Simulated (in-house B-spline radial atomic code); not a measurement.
## RPA and G0W0 on PBE0: Xe³⁺

Configuration [Kr] 4d10 5s2 5p3, highest spin, mean-field start PBE0. Computed with an all-electron radial atomic-structure program (B-spline basis): all electrons, scalar-relativistic (spin-free one-electron X2C), finite nucleus, each spin shell either full or empty, empty states to l = 9 with an (l + 1/2)⁻⁴ tail; G0W0 by contour deformation at full frequency.

Spin-orbit coupling, left out, splits p levels strongly here.

Command:
```bash
python run_gw.py task.json out
```
Settings (radii: box in bohr, nucleus in fm):
```
Z                        54
electrons                51
configuration            [Kr] 4d10 5s2 5p3
hamiltonian              x2c
method                   pbe0
lmax                     9
rms_radius               4.7859
spin_polarised           True
box_radius               14.14
intervals                68
```

Time taken, with all properties: 8.8 s on 1 thread of Arm Neoverse N1, on a shared host.

Energies (hartree):

```tsv
term	value
mean-field total	-7443.85747
Hartree-Fock functional on these orbitals	-7441.31469
direct second order	-4.5164
second-order exchange	1.2418
SOSEX correction	1.1622
```

(1) What is the RPA correlation energy, and what remains with SOSEX?

Quasi-particle levels (eV):

```tsv
level	occupied	mean field	Σx - vxc	Σc	QP weight	G0W0
5p up	yes	-39.64	-3.58	?	?	?
5s down	yes	-49.69	-1.76	-2.62	0.947	-54.07
5p down	no	-33.88	5.49	-2.55	0.946	-30.94
```

G0W0 = mean field + (Σx - vxc) + Σc, with Σc (partial-wave tail included) taken at the quasi-particle energy. Only the outer levels were computed. Levels of low weight are left out.

(2) Where does G0W0 put 5p up?

Results:

(1) RPA gives -3.9863 hartree (-2.13 eV per electron); RPA + SOSEX gives -2.8241, and the second-order doubles -3.2745 hartree (no singles). SOSEX takes back 29 % of the RPA value.

(2) At -43.85 eV, with Σc = -0.64 eV and a quasi-particle weight of 0.947. The tabulated removal energy is 42.2 ± 0.2 eV (NIST, measured); the calculation leaves out spin-orbit coupling, Breit and QED terms, and what these don't explain is the method's own error.
